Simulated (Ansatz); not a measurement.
Molecule: sum formula SiAsH4, net charge 0, doublet state. It need not be the lowest isomer of its formula. SMILES: [SiH2][AsH2]
Geometry from a B3LYP-D3(BJ)/def2-TZVP (Ansatz, a quantum-chemistry and plane-wave program) optimisation:
```
Si
H 1 1.4898
H 1 1.4898 2 107.93
As 1 2.3749 2 108.49 3 117.37
H 4 1.5241 1 94.33 2 168.24
H 4 1.5241 5 93.15 1 94.58
```
Charge 0, spin multiplicity 2.

Parts of the frozen-core correlation energy in def2-TZVPP (Ansatz, hartree). Frozen orbitals: 19; correlated occupied orbitals by spin: 7 and 6; virtual: 120 and 121. Open shells are spin-unrestricted. Spin-orbit coupling is left out. No relativistic terms.

| term | value |
|---|---|
| reference (HF) | -2525.43266 |
| MP2 opposite-spin | ? |
| MP2 same-spin | -0.04377 |
| CCSD correlation | ? |
| (T) | ? |
| T1 diagnostic | 0.018 |
| largest doubles amplitude | 0.038 |
| <S^2> of the reference | 0.760 |

Complete the blanks.


- MP2 opposite-spin, value: -0.20938
- CCSD correlation, value: -0.29517
- (T), value: -0.01129
